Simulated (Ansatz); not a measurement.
C₂H₇ClGe (`ClC[CH2][GeH3]`). Total charge 0; spin multiplicity 1. The structure was optimised at the PBE0-D4/def2-TZVP level. It is one conformer, not always the lowest.

```xyz
11

Cl   -1.040    0.083   -2.130
C     0.156   -0.833   -1.164
C    -0.082   -0.685    0.319
Ge    0.001    1.169    0.979
H     0.071   -1.870   -1.490
H     1.135   -0.454   -1.457
H     0.685   -1.259    0.850
H    -1.050   -1.111    0.594
H     1.177    1.891    0.297
H     0.248    1.135    2.498
H    -1.301    1.932    0.704
```

Q: What is the dipole moment at B3LYP/def2-TZVPP? (Best estimate.)

A: Computed: 2.01 D, with components (1.08, -1.44, 0.90) D in this frame, pointing from negative to positive charge.

Q: And with PBE, r2SCAN, ωB97M-V? (An estimate is asked.)

A: Computed: PBE 1.96 D, r2SCAN 2.06 D, ωB97M-V 2.00 D.

Q: Give the Mulliken charges with B3LYP, ωB97M-V, r2SCAN in def2-TZVPP. (Best estimate.)

A: Ansatz gave: 
```json
{"atom": "Cl1", "B3LYP": "-0.17", "ωB97M-V": "-0.13", "r2SCAN": "-0.18"}
{"atom": "C2", "B3LYP": "-0.11", "ωB97M-V": "-0.18", "r2SCAN": "0.01"}
{"atom": "C3", "B3LYP": "-0.24", "ωB97M-V": "-0.34", "r2SCAN": "-0.19"}
{"atom": "Ge4", "B3LYP": "0.11", "ωB97M-V": "0.05", "r2SCAN": "0.11"}
{"atom": "H5", "B3LYP": "0.13", "ωB97M-V": "0.15", "r2SCAN": "0.08"}
{"atom": "H6", "B3LYP": "0.12", "ωB97M-V": "0.15", "r2SCAN": "0.08"}
{"atom": "H7", "B3LYP": "0.10", "ωB97M-V": "0.13", "r2SCAN": "0.07"}
{"atom": "H8", "B3LYP": "0.10", "ωB97M-V": "0.13", "r2SCAN": "0.07"}
{"atom": "H9", "B3LYP": "-0.02", "ωB97M-V": "0.01", "r2SCAN": "-0.02"}
{"atom": "H10", "B3LYP": "-0.02", "ωB97M-V": "0.00", "r2SCAN": "-0.02"}
{"atom": "H11", "B3LYP": "0.00", "ωB97M-V": "0.03", "r2SCAN": "0.00"}
```

B3LYP here is the variant with VWN-RPA as its local correlation; programs differ in this.
